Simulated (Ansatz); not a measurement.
```yaml
crystal:
  periodic: [false, false, false]
  atoms:
    - {symbol: Si, position_ang: [-1.285407, 2.016178, -1.805212]}
    - {symbol: N, position_ang: [1.002160, 1.174406, 0.376944]}
    - {symbol: Ge, position_ang: [1.451784, -1.958420, 1.844668]}
    - {symbol: H, position_ang: [-2.491243, -0.133032, -3.176723]}
    - {symbol: H, position_ang: [-0.164194, 3.776496, -3.683750]}
    - {symbol: H, position_ang: [-3.271415, 3.361411, -0.325866]}
    - {symbol: H, position_ang: [3.967975, -2.954439, 0.786312]}
    - {symbol: H, position_ang: [-0.696009, -3.835543, 1.243188]}
    - {symbol: H, position_ang: [1.653591, -1.534359, 4.708123]}
basis:
  gaussian: {orbitals: def2-TZVPP}
total_charge: -1
hamiltonian: {xc: {name: SPW92}}
```

```sh
$ ansatz run in.yaml --threads 4 --pin off --events-out ev --progress --plain --max-ram 10444MiB
```

It prints (some lines left out):

```
Functional definition: SPW92
1155 factors; their error is unknown
mean field evaluation 1: about -65792.5370 eV, gradient 7.1e1 eV
mean field evaluation 2: about -65565.2107 eV, gradient 2.5e2 eV
mean field evaluation 4: about -65668.3916 eV, gradient 1.7e2 eV
mean field evaluation 8: about -65825.7832 eV, gradient 2.7e1 eV
mean field evaluation 16: about -65829.8831 eV, gradient 3.2e-1 eV
mean field evaluation 64: about -65829.8367 eV, gradient 3.1e-1 eV
mean field evaluation 128: about -65829.1833 eV, gradient 4.6e0 eV
mean field evaluation 160: about -65829.5087 eV, gradient 2.4e0 eV
mean field -65829.85554818 eV, -2419.2025703168 hartree, gradient 3.7e-6 eV, S^2 0.000000; 8 other end points of the search recorded, 0 dependent functions left out
reference -65829.85560989 eV, -2419.2025725846 hartree; 30, 30 occupied and 175, 175 virtual orbitals, 1155 factors
Total energy: -65829.85560989 eV, -2419.2025725846 hartree
```

Q: Something in this input is off. What?

A: The coordinates are in bohr but typed as ångström. The calculation finished and met its thresholds. The result belongs to that input, not to the molecule as meant.
